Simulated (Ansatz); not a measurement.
Reaction (formal exchange of groups at a C–S bond): `S[CH](S)[GeH3]` + `[AlH3]` → `[AlH2][CH](S)[GeH3]` + H₂S

Calculated with Ansatz (gas phase, PBE0-D4/def2-TZVP geometries, no zero-point term in ΔE). CCSD(T)/CBS is the MP2 limit (def2-TZVPP, def2-QZVPP) plus CCSD(T) − MP2 in def2-TZVPP, frozen cores. This one scheme is used for every species. DFT in def2-TZVPP. B3LYP here is the variant with VWN-RPA as its local correlation; programs differ in this. For Ge outer-core shells are correlated without core-valence functions, which leaves a few kJ/mol of doubt a bond. Scalar relativity is left out up to krypton. Each species was taken in one conformer, which may not be the lowest.

`S[CH](S)[GeH3]`:

Cartesian coordinates in Å:
```
S 0.390 1.194 -1.662
C 0.186 -0.193 -0.539
S -1.355 -1.065 -0.948
Ge 0.134 0.508 1.310
H 0.504 0.482 -2.798
H 1.034 -0.871 -0.641
H -1.238 -2.048 -0.035
H -0.973 1.564 1.397
H 1.498 1.112 1.687
H -0.182 -0.682 2.230
```

`[AlH3]`:

Cartesian coordinates in Å:
```
Al 0.000 0.000 0.000
H 0.208 -0.931 -1.267
H -0.486 1.498 -0.188
H 0.278 -0.567 1.455
```

`[AlH2][CH](S)[GeH3]`:

Cartesian coordinates in Å:
```
Al 1.670 0.765 0.631
C -0.233 0.307 0.561
S -0.638 -0.932 1.804
Ge -0.644 -0.366 -1.243
H 2.126 2.070 -0.145
H 2.693 -0.166 1.401
H -0.813 1.225 0.709
H -1.894 -1.234 1.419
H -0.555 0.764 -2.288
H 0.355 -1.478 -1.615
H -2.066 -0.954 -1.233
```

H₂S:

```xyz
3

S    -0.432    0.288   -0.338
H     0.399   -0.738   -0.572
H     0.032    0.449    0.910
```

```
             level  ΔE (kJ/mol)  difference from CCSD(T)/CBS
           PBE0-D4        -69.0                         -0.3
            B2PLYP        -67.6                          1.1
               PBE        -67.8                          0.9
             B3LYP        -67.7                          1.0
     HF/def2-TZVPP        -65.7                          3.0
    MP2/def2-TZVPP        -68.1                          0.6
SCS-MP2/def2-TZVPP        -65.3                          3.4
CCSD(T)/def2-TZVPP        -70.0                         -1.3
SCS-MP2/def2-QZVPP        -64.9                          3.8
      HF/CBS(def2)        -66.0                          2.7
       CCSD(T)/CBS        -68.7                            0
```

Largest T1 diagnostic among the species: 0.012.
